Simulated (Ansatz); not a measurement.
The same path of FGeH3 (5 atoms, charge 0, multiplicity 1) was run 3 times with different band settings. Lost on the way: Ge1–H3. Made: F2–H3.

Theory: RKS PBE/def2-SVP (Ansatz).

Relaxed end points:

```xyz
5
Properties=species:S:1:pos:R:3
Ge 0.260 0.000 0.102
F 0.332 0.000 1.862
H 1.724 0.000 -0.406
H -0.500 1.285 -0.314
H -0.500 -1.285 -0.314
```

```xyz
5
Properties=species:S:1:pos:R:3
Ge 0.042 0.000 -0.757
F 1.164 0.000 1.287
H 2.006 0.000 0.864
H -0.948 1.152 -0.232
H -0.948 -1.152 -0.232
```

Common settings: spring 5.0 eV/Å²; optimiser quadratic models (default); start path through a guess of the saddle point; force threshold 0.05 eV/Å; iteration limit 60; end points relaxed.

| run | movable images | climbing image |
| --- | --- | --- |
| 1 | 7 | yes |
| 2 | 2 | no |
| 3 | 6 | no |

(1) What does each run give, and how far can it be trusted?

## Answers

(1) Run 1: converged after 6 iterations, highest image 2.329 eV above the first end. A vibrational analysis at the climbing image gives one clearly imaginary mode, 1066i cm⁻¹: a first-order saddle point.
Run 2: converged after 7 iterations, highest image 2.239 eV above the first end. No image climbed, so the highest image needn't sit at the top of the path. So few images can step over the top or miss a turn of the path.
Run 3: converged after 6 iterations, highest image 2.296 eV above the first end. No image climbed, so the highest image needn't sit at the top of the path.
The orbitals stay closed-shell, which can raise the energy where a bond breaks towards radicals; this wasn't checked here.
